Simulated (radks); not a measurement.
Problem. Radial electron density D(r) = 4 pi r^2 rho(r) of an atom or ion with 12 electrons. Method: scalar-relativistic Kohn-Sham, PBE, spin-polarised, spherical densities, point nucleus; computed with a radial shooting solver on a logarithmic mesh with Libxc functionals.

```
   r/bohr * D(r) (the largest magnitude, 68.5, reaches the edge; | marks zero)
 0.002865 |     *
 0.003179 |      *
 0.003556 |        *
 0.003946 |         *
 0.004413 |           *
 0.004936 |             *
 0.005477 |               *
 0.006127 |                  *
 0.006853 |                     *
 0.007604 |                       *
 0.008505 |                           *
 0.009437 |                              *
  0.01056 |                                 *
  0.01181 |                                     *
   0.0131 |                                        *
  0.01465 |                                          *
  0.01626 |                                            *
  0.01819 |                                              *
  0.02034 |                                               *
  0.02257 |                                               *
  0.02525 |                                              *
  0.02824 |                                            *
  0.03133 |                                          *
  0.03505 |                                        *
  0.03889 |                                      *
  0.04349 |                                     *
  0.04865 |                                     *
  0.05398 |                                       *
  0.06038 |                                          *
  0.06753 |                                              *
  0.07494 |                                                 *
  0.08382 |                                                     *
    0.093 |                                                      *
    0.104 |                                                     *
   0.1164 |                                                 *
   0.1291 |                                           *
   0.1444 |                                   *
   0.1602 |                           *
   0.1792 |                   *
   0.2005 |             *
   0.2224 |          *
   0.2488 |        *
   0.2783 |       *
   0.3088 |      *
   0.3454 |     *
   0.3832 |    *
   0.4286 |  *
   0.4794 | *
    0.532 |*
    0.595 *
   0.6656 *
   0.7385 *
    0.826 *
   0.9166 *
    1.025 *
```

What is the nuclear charge?

Solution. Z = 47. The innermost maximum, from 1s, lies near gamma/Z bohr with gamma = sqrt(1 - (Z/c)^2) = 0.939, here 0.02 bohr (found: 0.0212), and its height grows with Z. The density is that of the silver ion Ag35+ in [Ne] 3s2; the configuration itself is not fixed sharply by these data, and Z only to a few units. D(r) has 2 maxima, at r = 0.0212, 0.0945 bohr, and minima at 0.0456 bohr, inside which lie 2.08 electrons.
